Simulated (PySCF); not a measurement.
A geometry optimisation on `C=CB(C)F`.

Computed with PBE0-D3(BJ)/def2-SVP geometry optimisation, gas phase (PySCF 2.14.0). Start geometry: GFN2-xTB. The input is one job of a driver script: a line of settings, then coordinates in Å.

Input:
```
{"job": {"xc": "PBE0", "basis": "def2-SVP", "d3": "d3bj", "grid": 1, "kind": "geom"}, "charge": 0, "multiplicity": 1}
C     -2.122074     0.147498    -0.103231
C     -0.914413    -0.276434     0.264394
B      0.411105     0.331762    -0.285732
C      1.843447    -0.173190     0.148496
F      0.322171     1.323657    -1.165314
H     -2.234296     0.949780    -0.815035
H     -3.036517    -0.278419     0.280796
H     -0.857009    -1.085277     0.983731
H      1.968291    -1.230681    -0.078415
H      2.645790     0.372430    -0.340465
H      1.978929    -0.078455     1.224532
```

Output:
```
step   0  E = -242.21798109  max force = 0.010657
step   1  E = -242.21919643  max force = 0.002201
step   2  E = -242.21921518  max force = 0.000866
step   3  E = -242.21922231  max force = 0.000664
step   4  E = -242.21922440  max force = 0.000211
optimisation converged
```

Energies in Eh; «max force» is the largest Cartesian gradient component in Eh/bohr.

How much energy does the optimisation release, in kJ/mol?

E(step 0) − E(last step) = 0.001243 Eh, which is 3.3 kJ/mol.

Give the first gradient maximum in eV/Å.

With 1 Eh/bohr = 51.422 eV/Å, 0.548 eV/Å.

Summary of the converged run: final energy -242.21922 Eh after 4 steps; dipole 1.28 D.

Where do the atoms end?

0.029 Å rms from the input after alignment:
```
atom  x, y, z in Å
C1    -2.0850    0.1519   -0.1512
C2    -0.8720   -0.2792    0.2251
B3     0.4391    0.3354   -0.3565
C4     1.8758   -0.1117    0.0759
F5     0.3072    1.2968   -1.2770
H6    -2.1910    0.9547   -0.8891
H7    -3.0135   -0.2667    0.2518
H8    -0.8127   -1.0838    0.9685
H9     2.0123   -1.1846   -0.1449
H10    2.6791    0.4544   -0.4157
H11    1.9891   -0.0187    1.1694
```

How long does this job take on Arm Neoverse V2, one thread, shared host with 96 logical CPUs at a one-minute load of 51? And the peak memory of the process?

About 9.3 s, with 0.46 GiB resident at the peak, the Python interpreter and its libraries included.
Labels such as C1 count atoms from 1, the log's own numbers from 0.
